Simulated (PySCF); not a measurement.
How methods differ on the excitation energy of Hf

Hf [Xe] 4f14 5d2 6s2 (3F) → Hf [Xe] 4f14 5d2 6s1 6p1 (high-spin determinant), as a difference of total energies. Calculation: PySCF 2.14, in x2c-TZVPPall with one added diffuse shell each of s, p, d, f type (12s8p8d4f1g, 113 functions); the spin-free X2C one-electron Hamiltonian (Gaussian nucleus). Correlated levels: valence and next inner shell: [Kr] 4d10 4f14 frozen. The calculations carry no spin-orbit coupling.

| method | excitation energy (eV) |
| --- | --- |
| UHF | 1.206 |
| MP2 (valence and next inner shell) | 2.383 |
| SCS-MP2 (valence and next inner shell) | 2.580 |
| CCSD (valence and next inner shell) | 2.358 |
| CCSD(T) (valence and next inner shell) | 2.461 |

How much does correlation contribute at CCSD(T) (valence and next inner shell)?

2.461 − (1.206) = 1.255 eV, measured against UHF.

A first-order spin-orbit estimate (lowest level to lowest level, LS coupling) adds -0.156 eV.

The determinant of the upper state mixes LS terms, which raises its energy above the lowest term, most at the Hartree-Fock and MP2 levels.
